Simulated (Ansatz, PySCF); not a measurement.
Noncovalent pair: CH4 (SMILES C) (first 5 atoms) with CH2O (SMILES C=O); geometry from B3LYP-D3(BJ)/def2-TZVP.
(charge 0, multiplicity 1):
```xyz
9

C      0.136     0.148    -0.194
H     -0.864     0.555    -0.046
H      0.822     0.586     0.530
H      0.115    -0.934    -0.067
H      0.473     0.385    -1.202
C     -0.711    -0.223     3.084
O      0.260    -0.127     3.780
H     -1.030    -1.189     2.648
H     -1.345     0.651     2.836
```

Basis-set superposition error: the interaction energy with monomers in their own basis, and in the dimer's basis (counterpoise).

Programs: Ansatz (Gaussian basis) for Hartree–Fock, density functionals and correlated methods; PySCF for 6-31G* rows. 

```tsv
level	uncorrected (kcal/mol)	counterpoise (kcal/mol)	difference
HF/6-31G*	0.17	0.39	0.21
HF/aug-cc-pVDZ	0.14	0.38	0.24
revPBE/def2-TZVPPD	0.46	0.50	0.04
r2SCAN/def2-TZVPPD	-0.65	-0.62	0.03
B3LYP/def2-TZVPPD	0.23	0.27	0.04
BHLYP/def2-TZVPPD	-0.07	-0.04	0.03
B2PLYP/def2-TZVPPD	-0.25	-0.15	0.10
MP2/6-31G*	-0.46	-0.07	0.38
MP2/aug-cc-pVDZ	-1.30	-0.62	0.68
CCSD/aug-cc-pVDZ	-1.12	-0.47	0.65
```

The error is largest for MP2/aug-cc-pVDZ (0.68 kcal/mol) and smallest for BHLYP/def2-TZVPPD (0.03 kcal/mol).

Ansatz is a quantum-chemistry and plane-wave program.
